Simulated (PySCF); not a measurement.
Run record: geometry optimisation, MnMe2 (`[CH3][Mn][CH3]`) [sextet].

Method: PBE0-D3(BJ)/def2-SVP geometry optimisation, gas phase (PySCF 2.14.0). Start geometry: GFN2-xTB. The input is one job of a driver script: a line of settings, then coordinates in Å.

Input:
```
{"job": {"xc": "PBE0", "basis": "def2-SVP", "d3": "d3bj", "grid": 1, "maxiter": 40, "kind": "geom"}, "charge": 0, "multiplicity": 6}
Mn    -0.684120    -0.976250    -0.047330
C     -0.132090     0.014650     1.684900
H      0.160500     1.058190     1.785660
H      0.815300    -0.604270     1.478030
H     -0.552840    -0.310320     2.634990
C     -0.111830     0.160930    -1.680480
H     -0.510120    -0.075880    -2.665360
H      0.832760    -0.476080    -1.510480
H      0.182430     1.209020    -1.679920
```

Output:
```
step   0  E = -1230.22992670  max force = 0.036603
step   1  E = -1230.24655309  max force = 0.027299
step   2  E = -1230.26412932  max force = 0.012544
step   3  E = -1230.27142626  max force = 0.006805
step   4  E = -1230.27493001  max force = 0.007276
step   5  E = -1230.27610567  max force = 0.006707
step   6  E = -1230.27698027  max force = 0.006887
step   7  E = -1230.27811063  max force = 0.008784
step   8  E = -1230.27919171  max force = 0.009264
step   9  E = -1230.27975088  max force = 0.009593
step  10  E = -1230.28018156  max force = 0.003209
step  11  E = -1230.28029780  max force = 0.002455
step  12  E = -1230.28039860  max force = 0.002136
step  13  E = -1230.28046915  max force = 0.002138
step  14  E = -1230.28050708  max force = 0.000553
step  15  E = -1230.28051233  max force = 0.000387
optimisation converged
```

Energies in Eh; «max force» is the largest Cartesian gradient component in Eh/bohr.

**Question.** How much energy does the optimisation release, in kJ/mol?

**Answer.** E(step 0) − E(last step) = 0.050586 Eh, which is 132.8 kJ/mol.

**Question.** Give the first gradient maximum in eV/Å.

**Answer.** With 1 Eh/bohr = 51.422 eV/Å, 1.882 eV/Å.

Summary of the converged run: final energy -1230.28051 Eh after 15 steps; dipole 0.03 D.

**Question.** Where do the atoms end?

**Answer.** 0.776 Å rms from the input after alignment:
```
atom  x, y, z in Å
Mn1   -0.0164   -0.0031   -0.0003
C2    -0.0075   -0.1051    2.0778
H3     0.1217    0.8881    2.5459
H4     0.8124   -0.7375    2.4633
H5    -0.9441   -0.5239    2.4891
C6     0.0038    0.1034   -2.0780
H7    -0.9293   -0.2758   -2.5335
H8     0.8281   -0.4848   -2.5200
H9     0.1313    1.1387   -2.4443
```

**Question.** How long does this job take on one thread of an x86-64 server (shared host)?

**Answer.** About 1.8 min.
Labels such as C1 count atoms from 1, the log's own numbers from 0.

For an open-shell metal species like this, the optimisation's SCF solution wasn't tested for stability and no frequencies at its level were run, so a lower state or another shape may exist.
